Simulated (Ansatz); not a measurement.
Total energies of AsH₇N₂Si (`N[AsH]N[SiH3]`).

```xyz
11

N     0.263    1.112    2.066
As    1.145    0.843    0.472
N    -0.119    0.218   -0.733
Si   -0.229   -1.415   -1.264
H     0.194    0.267    2.617
H    -0.643    1.555    2.010
H     0.985    2.301    0.050
H    -0.866    0.856   -0.963
H     1.025   -2.084   -0.833
H    -0.367   -1.500   -2.744
H    -1.387   -2.151   -0.678
```

Total charge 0; spin multiplicity 1. Correlated methods include outer-core shells of As, which these sets cover unevenly. Scalar relativity is left out up to krypton. All single points use the PBE0-D4/def2-TZVP geometry. It is one conformer, not always the lowest. Basis def2-TZVPP, Ansatz 0.2.0.

RPA on PBE orbitals: Hartree–Fock energy of these orbitals -2636.12693 Eh, correlation -1.36070 Eh (frozen core).

| functional | energy without D4 (Eh) | D4 term (kJ/mol) |
| --- | --- | --- |
| B3LYP | -2639.23352 | -38.5 |
| ωB97M-V | -2638.96277 | – |

Question: Give the same for LDA (SPW92), PBE, revPBE, BLYP, r2SCAN, B97M-V, PBE0, r2SCANh, r2SCAN0, HSE06 (plane-wave form), BHLYP, CAM-B3LYP, LC-ωPBE, ωB97X-V, B2PLYP, PBE-QIDH. (Estimate.)

Answer: Ansatz gave: 
```json
{"functional": "LDA (SPW92)", "energy without D4 (Eh)": "-2633.77241", "D4 term (kJ/mol)": "–"}
{"functional": "PBE", "energy without D4 (Eh)": "-2638.53297", "D4 term (kJ/mol)": "-23.8"}
{"functional": "revPBE", "energy without D4 (Eh)": "-2638.88487", "D4 term (kJ/mol)": "-69.7"}
{"functional": "BLYP", "energy without D4 (Eh)": "-2639.16204", "D4 term (kJ/mol)": "-52.0"}
{"functional": "r2SCAN", "energy without D4 (Eh)": "-2639.06310", "D4 term (kJ/mol)": "-5.8"}
{"functional": "B97M-V", "energy without D4 (Eh)": "-2638.65779", "D4 term (kJ/mol)": "–"}
{"functional": "PBE0", "energy without D4 (Eh)": "-2638.63608", "D4 term (kJ/mol)": "-20.2"}
{"functional": "r2SCANh", "energy without D4 (Eh)": "-2639.04959", "D4 term (kJ/mol)": "-6.2"}
{"functional": "r2SCAN0", "energy without D4 (Eh)": "-2639.03075", "D4 term (kJ/mol)": "-6.9"}
{"functional": "HSE06 (plane-wave form)", "energy without D4 (Eh)": "-2638.62514", "D4 term (kJ/mol)": "-18.9"}
{"functional": "BHLYP", "energy without D4 (Eh)": "-2639.08026", "D4 term (kJ/mol)": "-30.6"}
{"functional": "CAM-B3LYP", "energy without D4 (Eh)": "-2639.24326", "D4 term (kJ/mol)": "-20.6"}
{"functional": "LC-ωPBE", "energy without D4 (Eh)": "-2638.70647", "D4 term (kJ/mol)": "–"}
{"functional": "ωB97X-V", "energy without D4 (Eh)": "-2638.87728", "D4 term (kJ/mol)": "–"}
{"functional": "B2PLYP", "energy without D4 (Eh)": "-2638.58117", "D4 term (kJ/mol)": "–"}
{"functional": "PBE-QIDH", "energy without D4 (Eh)": "-2638.21770", "D4 term (kJ/mol)": "–"}
```

B3LYP takes the VWN-RPA correlation (the form of Gaussian; ORCA's B3LYP/G). HSE06 is the plane-wave form, built on full-range PBE exchange. The double hybrids freeze the cores in their second-order part.

LC-ωPBE has ω = 0.4 bohr⁻¹.
